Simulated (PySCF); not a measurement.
B(Cl)(Me)(NMe2) (C3H9BClN), SMILES CB(Cl)N(C)C.

Geometry optimised at B3LYP-D3(BJ)/def2-SVP. One conformer was computed; it need not be the lowest.

Method: PBE/def2-TZVP run with PySCF.

Symmetry labels are those of the subgroup Cs that the program uses (full group Cs).

Computed valence orbital energies around the gap with their symmetry:
| orbital | symmetry | energy (eV) |
|---|---|---|
| HOMO−7 | A" | -9.62 |
| HOMO−6 | A' | -9.47 |
| HOMO−5 | A' | -9.31 |
| HOMO−4 | A' | -8.85 |
| HOMO−3 | A' | -8.33 |
| HOMO−2 | A" | -7.75 |
| HOMO−1 | A' | -6.86 |
| HOMO | A" | -5.97 |
| LUMO | A" | -0.44 |
| LUMO+1 | A' | 0.06 |
| LUMO+2 | A' | 0.95 |
| LUMO+3 | A' | 1.22 |
